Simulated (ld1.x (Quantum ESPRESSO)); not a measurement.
**aluminium (Al): excitation energies, all-electron against ultrasoft**

ld1.x (Quantum ESPRESSO) 7.5 input, shortened:

```
&input
   title='Al', zed=13., rel=1, dft='PBE', iswitch=3,
   config='[Ne] 3s2 3p1'
 /
 &inputp
   pseudotype=3, tm=.true., lloc=-1, rcloc=1.80,
   nlcc=.false.,
   which_augfun='PSQ', rmatch_augfun=1.25
 /
4
3S  1  0   2.00   0.00  1.55  2.15  0.0
3S  1  0   0.00   0.05  1.55  2.15  0.0
3P  2  1   1.00   0.00  2.25  3.90  0.0
3P  2  1   0.00   0.45  2.25  3.90  0.0
 &test
   configts(1)='3s2 3p1'
 /
```

Energies are relative to the spin-unpolarised reference configuration 3s2 3p1; without spin polarisation the order of configurations can differ from experiment.

```
valence configuration  charge  ΔE all-electron (eV)  error AE − PS (meV)
              3s1 3p0      +2                24.987                 +8.4
            3s2 3p0.5    +0.5                 2.086                 +0.5
              3s1 3p1      +1                11.571                  +11
            3s2 3p1.3    -0.3                -0.575                 +0.4
              3s0 3p3       0                10.451                  +43
              3s1 3p2       0                 5.139                 +9.5
```

Question: What are ΔE and the potential's error for 3s2 3p0?

Answer: ΔE = 5.761 eV all-electron; the error (AE − PS) is 0.0 meV.
